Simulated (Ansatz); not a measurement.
Mulliken charges of C$_{2}$H$_{4}$F$_{2}$Ge (`F[C@H]1[CH2][Ge@@H]1[F]`) from ωB97M-V/def2-TZVPP in Ansatz (PBE0-D4/def2-TZVP geometry).

```csv
atom,x (Å),y (Å),z (Å),charge (e)
F1,-1.541,-1.394,0.428,-0.209
C2,-0.938,-0.206,0.130,0.048
C3,0.326,0.140,0.921,-0.336
Ge4,0.627,0.014,-0.987,0.459
F5,0.681,1.496,-1.891,-0.371
H6,-1.669,0.598,0.065,0.105
H7,0.756,-0.714,1.442,0.128
H8,0.327,1.047,1.517,0.123
H9,1.520,-1.026,-1.641,0.053
```

**Question.** By hand: the dipole of these point charges (1 e Å = 4.8032 D).

**Answer.** Σ q r = (0.245, -0.268, 0.147) e Å, of length 0.392 e Å = 1.88 D.

**Question.** How does the dipole of the full density compare? (Best estimate.)

**Answer.** The calculation gave: (0.199, -0.091, 0.143) e Å, 1.26 D; the point charges give 1.49 times that, at 23° from its direction.

Point charges leave out the atoms' own dipoles, such as those of lone pairs, and Mulliken's split depends on the basis, so the two needn't agree.
